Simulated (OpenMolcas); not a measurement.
Co2+ (d7) in a complex was computed by CASSCF with the d shell active (OpenMolcas, ANO-RCC-VTZP on the metal). Its lowest spin-free states, and all those of the highest spin:

```tsv
2S+1	Degeneracy	E (cm-1)
4	1	0.0
4	3	2420
4	3	4274
2	2	19560
2	3	19718
2	1	19990
4	3	20625
2	3	21080
2	3	25164
2	3	25600
2	2	26600
2	3	27243
```

Q: Is the site octahedral, tetrahedral or cube-like, axial, or of lower symmetry?

A: The states with 2S+1 = 4 have orbital degeneracies 1, 3, 3, 3. Threefold states need a cubic site. For d7 at this spin an octahedron puts the threefold T1 below the threefold T2 and a tetrahedron or cube puts the single A2 below the threefold T2, so the site is a tetrahedron or a cube, which this pattern cannot tell apart. The first gap at this spin, 2420 cm-1, is |10Dq| in ligand-field theory. The run had Co2+ with 4 ligands (chloride) in tetrahedral coordination (Td) at 2.27 Å. A charge of +0.5 e stands 2.4 Å behind each ligand. Ligand basis ANO-RCC-VDZP.

Without dynamic correlation the repulsion within the d shell is too large (B by tens of per cent), so at a given field states of lower spin stand too high. Ligand-to-metal charge-transfer states are missing. With no ligand orbital active B as a rule stays too high, so bands that hang on it stand too high and its fall with covalency is understated. With metal d orbitals alone and no dynamic correlation the field as a rule comes out too small, by tens of per cent, by up to half for chloride and softer ligands, and the orbital part of g and χT, which goes as 1/10Dq, too large. The distance lies 3 % under the 2.34 Å that this model takes as the normal distance (a Shannon-type radius plus a fixed donor radius); by an R⁻⁵ law this alone changes a d-shell field by about +16 %. No measured value stands beside these numbers; the geometry was imposed, not optimised, and the real ion may take another.
